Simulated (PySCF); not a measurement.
## How methods differ on the excitation energy of Te²⁺

Te²⁺ [Kr] 4d10 5s2 5p2 (3P) → Te²⁺ [Kr] 4d10 5s1 5p2 5d1 (high-spin determinant), as a difference of total energies. Computed with PySCF 2.14 in aug-cc-pVTZ-DK3, with the spin-free X2C one-electron Hamiltonian (Gaussian nucleus). Correlated levels: valence: [Kr] 4d10 frozen. The calculations carry no spin-orbit coupling.

| method | excitation energy (eV) |
| --- | --- |
| UHF | 19.159 |
| MP2 (valence) | 19.941 |
| SCS-MP2 (valence) | 20.351 |
| CCSD (valence) | 19.704 |
| CCSD(T) (valence) | 19.625 |

Task: How much does correlation contribute at CCSD(T) (valence)?

Result: 19.625 − (19.159) = 0.466 eV, measured against UHF.

A first-order spin-orbit estimate (lowest level to lowest level, LS coupling) adds 0.109 eV.

The promoted electron is Rydberg-like, and one or two diffuse shells describe it only roughly, which tends to raise the upper state.

The coupled-cluster amplitudes are large for the upper state (T1 above 0.03 or a double amplitude above 0.15), so a single reference is strained.

The determinant of the upper state mixes LS terms, which raises its energy above the lowest term, most at the Hartree-Fock and MP2 levels.
